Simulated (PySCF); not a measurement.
## Br⁺ (bromine, charge +1) across methods

[Ar] 3d10 4s2 4p4, high-spin 3P determinant. Computed with PySCF 2.14 in x2c-TZVPPall with one added diffuse shell each of s, p, d type (7s6p5d1f, 57 functions), with the spin-free X2C one-electron Hamiltonian (Gaussian nucleus).

```json
{"method": "PBE0", "E (hartree)": "-2605.484", "mean ε 4s β (eV)": "-30.823", "mean ε 4p α (eV)": "-19.785", "mean ε 4p β (eV)": "-17.906", "Σ⟨r²⟩ (bohr²)": "31.33", "⟨S²⟩": "2.003"}
{"method": "r2SCAN", "E (hartree)": "-2605.754", "mean ε 4s β (eV)": "-29.362", "mean ε 4p α (eV)": "-18.751", "mean ε 4p β (eV)": "-16.873", "Σ⟨r²⟩ (bohr²)": "31.25", "⟨S²⟩": "2.004"}
{"method": "UHF", "E (hartree)": "-2604.02146", "mean ε 4s β (eV)": "-34.476", "mean ε 4p α (eV)": "-23.546", "mean ε 4p β (eV)": "-21.085", "Σ⟨r²⟩ (bohr²)": "31.56", "⟨S²⟩": "2.009"}
{"method": "TPSSh", "E (hartree)": "-2605.689", "mean ε 4s β (eV)": "-29.894", "mean ε 4p α (eV)": "-19.011", "mean ε 4p β (eV)": "-17.208", "Σ⟨r²⟩ (bohr²)": "31.30", "⟨S²⟩": "2.003"}
{"method": "HSE06", "E (hartree)": "-2605.475", "mean ε 4s β (eV)": "-30.501", "mean ε 4p α (eV)": "-19.341", "mean ε 4p β (eV)": "-17.502", "Σ⟨r²⟩ (bohr²)": "31.35", "⟨S²⟩": "2.003"}
{"method": "wB97X-V", "E (hartree)": "-2605.559", "mean ε 4s β (eV)": "-33.673", "mean ε 4p α (eV)": "-22.134", "mean ε 4p β (eV)": "-20.466", "Σ⟨r²⟩ (bohr²)": "31.39", "⟨S²⟩": "2.002"}
{"method": "BHandHLYP", "E (hartree)": "-2605.762", "mean ε 4s β (eV)": "-32.505", "mean ε 4p α (eV)": "-21.057", "mean ε 4p β (eV)": "-19.187", "Σ⟨r²⟩ (bohr²)": "31.41", "⟨S²⟩": "2.003"}
{"method": "PBE", "E (hartree)": "-2605.424", "mean ε 4s β (eV)": "-29.170", "mean ε 4p α (eV)": "-18.234", "mean ε 4p β (eV)": "-16.500", "Σ⟨r²⟩ (bohr²)": "31.40", "⟨S²⟩": "2.002"}
{"method": "LDA", "E (hartree)": "-2602.035", "mean ε 4s β (eV)": "-29.561", "mean ε 4p α (eV)": "-18.299", "mean ε 4p β (eV)": "-16.608", "Σ⟨r²⟩ (bohr²)": "31.37", "⟨S²⟩": "2.001"}
```
